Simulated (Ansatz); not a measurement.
`BN(C=C)[SiH2]Cl` → `BNC=C` + `[SiH]Cl` at 600 K and 1 bar (silylene formation by 1,1-elimination).

Calculated with Ansatz (gas phase, PBE0-D4/def2-TZVP geometries, no zero-point term in ΔE). CCSD(T)/CBS is the MP2 limit (def2-TZVPP, def2-QZVPP) plus CCSD(T) − MP2 in def2-TZVPP, frozen cores. This one scheme is used for every species. Each species was taken in one conformer, which may not be the lowest.

```tsv
species	CCSD(T)/CBS energy (Eh)	H − E (kJ/mol)	S (J/(mol·K))
`BN(C=C)[SiH2]Cl`	-908.74941	311.2	475.4
`BNC=C`	-159.21916	262.3	357.3
`[SiH]Cl`	-749.43948	44.3	282.6
```

H − E and S are ideal-gas, rigid-rotor, harmonic terms from PBE0-D4/def2-TZVP, for one conformer and one mirror image of each species. 1 Eh = 2625.50 kJ/mol, R = 8.31446 J/(mol·K).

By hand: ΔE, ΔH, ΔS and ΔG.

ΔE = (-159.21916) + (-749.43948) − (-908.74941) = 0.09077 Eh = 238.3 kJ/mol. Δ(H − E) = 262.3 + 44.3 − 311.2 = -4.6, so ΔH = 233.7 kJ/mol. ΔS = 357.3 + 282.6 − 475.4 = 164.5 J/(mol·K). ΔG = 233.7 − 600 × (164.5)/1000 = 135.0 kJ/mol.

By hand: the equilibrium constant, and the temperature at which ΔG would vanish if ΔH and ΔS stayed fixed.

log₁₀ K = −ΔG/(RT ln 10) = -11.8. ΔG = 0 at ΔH/ΔS = 1421 K.

The number of gas molecules changes by +1, which sets the sign of ΔS. A doubt of 5 kJ/mol in ΔE shifts log₁₀ K by 0.4 here. Other conformers and mirror images would add mixing entropy, several J/(mol·K) or more a flexible species. These are equilibria of isolated gas molecules and say nothing of rates. Largest T1 diagnostic: 0.013 (customary marks: 0.02 for closed shells, 0.045 for open ones).
